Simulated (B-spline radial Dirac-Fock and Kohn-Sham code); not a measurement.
Auger decay of the 3d5/2 hole in Ru⁺

System: Ru⁺, configuration [Kr] 4d6 5s1 (an excited configuration).

The run's input, task.json:

```json
{"items": [{
  "Z": 44,
  "q": 1,
  "cfg": [[1, 0, 2], [2, 0, 2], [2, 1, 6], [3, 0, 2], [3, 1, 6], [3, 2, 10], [4, 0, 2], [4, 1, 6], [4, 2, 6], [5, 0, 1]],
  "A": 102,
  "rrms": 4.4809,
  "do": ["binding", "quiet", "decay"],
  "holes": ["K", "L1", "L2", "L3", "M1", "M2", "M3", "M4", "M5", "N1", "N2", "N3"]
}]}
```

Launch: `python xray_run.py task.json out`

Method: independent-particle radiative and Coulomb Auger rates from relativistic LDA hole-state orbitals, with Dirac-Fock energies. Computed with a radial atomic solver. Kinetic energies are configuration averages from the vacuum level; the two-hole energies are estimated from single-hole states.

```csv
transition,kinetic energy (eV),width (meV),share (%)
M5-N1N1,–,1.57,0.8
M5-N1N2,–,5.64,2.7
M5-N1N3,–,13.7,6.6
M5-N2N3,151.6,7.33,3.5
M5-N3N3,154.8,4.22,2.0
M5-N1N4,–,4.24,2.0
M5-N1N5,–,35.1,16.8
M5-N2N5,199.0,28.7,13.7
M5-N3N4,202.2,2.65,1.3
M5-N3N5,203.0,48.8,23.4
M5-N4N5,248.9,24.6,11.8
M5-N5N5,249.3,28.7,13.7
M5-N5O1,258.6,1.96,0.9
```

A dash stands for an energy that rests on an unreliable hole state.

The listed channels hold 99 % of the non-radiative rate. Summed by principal shells, of 0.209 eV in all: MNN 98.8 %, MNO 1.2 %.
